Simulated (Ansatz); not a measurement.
Cartesian coordinates in Å:
```
O -1.344 0.741 0.663
In 0.262 -0.298 0.192
S 1.278 -0.088 -1.917
Cl 1.081 -1.726 1.824
H -1.647 0.552 1.555
H 0.369 0.819 -2.317
```

Charge 0, multiplicity 1. In takes the def2 core potential.

**Question.** List the r2SCAN/def2-TZVPP orbital energies in eV (the Gaussian-basis code of Ansatz). (An estimate is asked.)

**Answer.** Ansatz gave: Occupied: -2753.16, -2409.78, -515.81, -254.52, -214.18, -193.06, -192.93, -192.92, -158.25, -158.19, -158.06, -126.54, -83.25, -83.04, -82.95, -25.75, -21.52, -20.83, -20.43, -20.36, -20.24, -19.65, -18.74, -12.29, -11.16, -10.21, -8.68, -8.43, -8.32, -7.81, -7.75, -7.13. Lowest empty: -2.78, -1.58, -0.32, 0.36, 0.72, 1.94, 2.27, 2.67.
